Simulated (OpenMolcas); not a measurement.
**Cr2+, Mo2+, W2+: d4 down the group**

```json
{"Program": "OpenMolcas", "Method": "CASSCF", "Basis": "ANO-R3", "Scalar Hamiltonian": "X2C, finite nucleus", "Spin-orbit coupling": "state interaction with AMFI integrals over the reference wave functions, term energies averaged over their components"}
```

Active space for each ion: 4 electrons in 5 orbitals (d).

Computed levels in cm-1 above 5D0:

```csv
Level,Cr2+,Mo2+,W2+
5D1,64.9,215,1644
5D2,193,612,3600
5D3,380,1151,5522
5D4,622,1799,7312
3H4,20008,15808,16304
3H5,20141,16289,19259
3H6,20293,16759,20815
3P0(1),21689,16226,15060
3P1(1),22072,17441,19775
weight of 5D in the lowest level (%),100,99,84
```

Mixed levels, with the weight of the term that names them: W2+ 3H4 (66 %), W2+ 3P0(1) (73 %).

Measured, with the error of the calculation in %. Measured levels: Cr2+ from Sugar and Corliss, J. Phys. Chem. Ref. Data 6, 317 (1977); Mo2+ from Sugar and Musgrove, J. Phys. Chem. Ref. Data 17, 155 (1988); W2+ from NIST levels as listed in McCann et al., Mon. Not. R. Astron. Soc. 538, 537 (2025).

```json
{"Level": "5D1", "Cr2+": "62.2 (+4.3)", "Mo2+": "242 (-11.1)", "W2+": "2256 (-27.1)"}
{"Level": "5D2", "Cr2+": "183 (+5.2)", "Mo2+": "668 (-8.4)", "W2+": "4461 (-19.3)"}
{"Level": "5D3", "Cr2+": "357 (+6.5)", "Mo2+": "1224 (-5.9)", "W2+": "6278 (-12.0)"}
{"Level": "5D4", "Cr2+": "576 (+7.9)", "Mo2+": "1872 (-3.9)", "W2+": "7687 (-4.9)"}
{"Level": "3H4", "Cr2+": "17274 (+15.8)", "Mo2+": "12680 (+24.7)", "W2+": "13701 (+19.0)"}
{"Level": "3H5", "Cr2+": "17397 (+15.8)", "Mo2+": "13276 (+22.7)", "W2+": ""}
{"Level": "3H6", "Cr2+": "17531 (+15.8)", "Mo2+": "13811 (+21.3)", "W2+": ""}
{"Level": "3P0(1)", "Cr2+": "16771 (+29.3)", "Mo2+": "11149 (+45.5)", "W2+": "9904 (+52.1)"}
{"Level": "3P1(1)", "Cr2+": "17169 (+28.6)", "Mo2+": "12510 (+39.4)", "W2+": "12881 (+53.5)"}
```

The fine-structure level 5D4 changes by a factor of 11.8 from Cr2+ to W2+.

Without spin-orbit coupling 3H lies 19796, 15302, 14477 cm-1 above 5D in that order; the difference to the level 3H4, of either sign, comes from spin-orbit coupling, which also lowers the zero.

Without dynamic correlation excited terms often stand tens of per cent too high (terms of higher spin than the ground term too low), and those without a measured partner can miss by more than the paired ones. Levels of configurations with an s electron are missing; early in the row they begin among the upper levels of the d shell and mix with terms of their name (holds for Mo2+). Configurations with an s electron lie low in 5d ions of this charge, fall among these levels and mix in, so low-spin terms can stand far too high, up to twice their true height, and weights are not those of the real levels (holds for W2+). Some levels mix across a computed gap that differs much from the measured one, so their mixing is not that of the real levels (holds for W2+). Computed and measured levels are paired by configuration, term and J; levels that our copy of the source lacks, or whose pairing is in doubt (as where it misses far off the trend of its configuration), stay unpaired and out of the deviations. Levels of configurations outside the active space are missing.

A number in round brackets counts repeated terms of one configuration in the order of the reference energies.
